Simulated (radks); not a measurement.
Excited configurations of Sr: one electron is placed in a higher orbital outside [Kr] 5s1. The ground configuration is [Kr] 5s2. All-electron calculation, scalar-relativistic Kohn-Sham, PBE, spin-unpolarised, spherical densities, point nucleus. Program: a radial shooting solver on a logarithmic mesh with Libxc functionals. Excitation = E - E(ground); binding = E(ion) - E, where the ion is the core of charge +1; n* = 1/sqrt(2 binding) in atomic units, and the quantum defect is n - n*.

| outer orbital | excitation (eV) | binding (eV) | n* | eigenvalue (eV) |
|---|---|---|---|---|
| 4d | 2.325 | 3.561 | 1.955 | -0.911 |
| 5p | 2.299 | 3.586 | 1.948 | -1.826 |
| 5d | 4.404 | 1.481 | 3.030 | -0.717 |
| 6p | 4.297 | 1.589 | 2.926 | -0.922 |
| 7s | 4.709 | 1.176 | 3.401 | -0.729 |
| 7d | 5.256 | 0.629 | 4.650 | -0.393 |
| 7f | 5.522 | 0.363 | 6.123 | -0.237 |

The Delta-SCF ionisation energy is 5.885 eV (NIST Atomic Spectra Database: 5.695 eV, measured). Self-interaction in the functional shifts the binding energies and quantum defects, so they are the method's values and not measured ones. Spin polarisation and multiplet splitting are left out, so open shells lie too high by an amount that depends on their filling.

Beside tabulated values, note that spin-unpolarised runs miss the spin-polarisation part of the exchange energy of open shells.
